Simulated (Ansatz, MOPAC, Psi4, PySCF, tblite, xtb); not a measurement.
Dimer C3H8 ··· COS (SMILES CCC and O=C=S) at R = 4.20 Å between the centres of mass, closest contact 2.67 Å (a higher rigid-body minimum at GFN2-xTB). Geometry in Å and degrees:

```
C
H 1 1.0941
H 1 1.0941 2 106.13
C 1 1.5265 2 109.44 3 -117.99
H 4 1.0916 1 111.60 2 57.94
H 4 1.0929 5 107.77 1 122.13
H 4 1.0929 5 107.77 6 115.74
C 1 1.5265 2 109.44 3 117.99
H 8 1.0916 1 111.60 2 -57.96
H 8 1.0929 9 107.77 1 122.13
H 8 1.0929 9 107.77 10 115.74
O 9 2.6691 8 141.87 10 133.13
C 12 1.1555 9 108.16 8 -4.43
S 13 1.5622 2 83.13 1 120.16
```

Methods: GFN2-xTB (tblite); SAPT0/jun-cc-pVDZ, frozen core (Psi4); BLYP/def2-TZVP, counterpoise-corrected (Psi4); BLYP-D3(BJ)/def2-TZVP, counterpoise-corrected (Psi4); PBE/def2-TZVP, counterpoise-corrected (Psi4); PBE-D3(BJ)/def2-TZVP, counterpoise-corrected (Psi4); RHF/aug-cc-pVDZ, counterpoise-corrected (Ansatz, a program for electronic structure); MP2/aug-cc-pVDZ = MP2 on RHF/aug-cc-pVDZ, frozen core, counterpoise-corrected in Ansatz; CCSD/aug-cc-pVDZ = CCSD on RHF/aug-cc-pVDZ, frozen core, counterpoise-corrected in Ansatz; CCSD(T)/aug-cc-pVDZ = CCSD(T) on RHF/aug-cc-pVDZ, frozen core, counterpoise-corrected (Ansatz); RHF/aug-cc-pVTZ, counterpoise-corrected (Ansatz); MP2/aug-cc-pVTZ = MP2 on RHF/aug-cc-pVTZ, frozen core, counterpoise-corrected (Ansatz); AM1, restricted, heats of formation (MOPAC); PM3, restricted, heats of formation (MOPAC); GFN1-xTB (xtb); RKS-B3LYP/6-31G* = restricted B3LYP/6-31G*, spherical d, no counterpoise correction (PySCF); RHF/3-21G = restricted Hartree-Fock/3-21G, no counterpoise correction run with PySCF; RKS-BP86/6-31G* = restricted BP86/6-31G*, spherical d, no counterpoise correction run with PySCF; RKS-M06-2X/6-31G* = PySCF with restricted M06-2X/6-31G*, spherical d, no counterpoise correction.

What interaction energy does each level give?


```json
[
 {"method": "GFN2-xTB", "E_int / kcal/mol": "-1.42"},
 {"method": "MP2/aug-cc-pVTZ", "E_int / kcal/mol": "-1.35"},
 {"method": "PBE-D3(BJ)/def2-TZVP", "E_int / kcal/mol": "-1.31"},
 {"method": "RKS-M06-2X/6-31G*", "E_int / kcal/mol": "-1.29"},
 {"method": "GFN1-xTB", "E_int / kcal/mol": "-1.27"},
 {"method": "BLYP-D3(BJ)/def2-TZVP", "E_int / kcal/mol": "-1.19"},
 {"method": "MP2/aug-cc-pVDZ", "E_int / kcal/mol": "-1.09"},
 {"method": "CCSD(T)/aug-cc-pVDZ", "E_int / kcal/mol": "-0.94"},
 {"method": "CCSD/aug-cc-pVDZ", "E_int / kcal/mol": "-0.60"},
 {"method": "SAPT0/jun-cc-pVDZ", "E_int / kcal/mol": "-0.58"},
 {"method": "RHF/3-21G", "E_int / kcal/mol": "-0.50"},
 {"method": "PBE/def2-TZVP", "E_int / kcal/mol": "0.09"},
 {"method": "RKS-B3LYP/6-31G*", "E_int / kcal/mol": "0.12"},
 {"method": "AM1", "E_int / kcal/mol": "0.46"},
 {"method": "RKS-BP86/6-31G*", "E_int / kcal/mol": "0.71"},
 {"method": "PM3", "E_int / kcal/mol": "0.84"},
 {"method": "RHF/aug-cc-pVDZ", "E_int / kcal/mol": "1.24"},
 {"method": "RHF/aug-cc-pVTZ", "E_int / kcal/mol": "1.24"},
 {"method": "BLYP/def2-TZVP", "E_int / kcal/mol": "1.36"}
]
```
